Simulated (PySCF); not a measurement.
Computed shifts of a molecule C3H5BO3, PBE/pcSseg-1 run with PySCF, GIAO, gas phase, atoms alike by connectivity averaged where their shifts nearly agree, in ppm (number of nuclei): ¹³C: 170.0 (1), 117.9 (1), 86.8 (1). ¹H: 7.31 (1), 5.62 (2), 3.58 (1), 3.25 (1). References: ¹⁷O against H2O (σ = 334.3 ppm); ¹¹B against BF3 (σ = 83.9 ppm); ¹³C against TMS (σ = 182.0 ppm); ¹H against TMS (σ = 31.49 ppm), references at their B3LYP-D3(BJ)/def2-TZVP geometries, non-relativistic. The structure is a stationary point at PBE0-D3(BJ)/def2-SVP. The values are those of a single conformer.

Q: Identify the compound among the candidates.
(A) C=COB(O)C=O
(B) OB(O)C1=COC1
(C) CCB1OC(=O)O1
(D) C=COB1OCO1

A: B, OB(O)C1=COC1
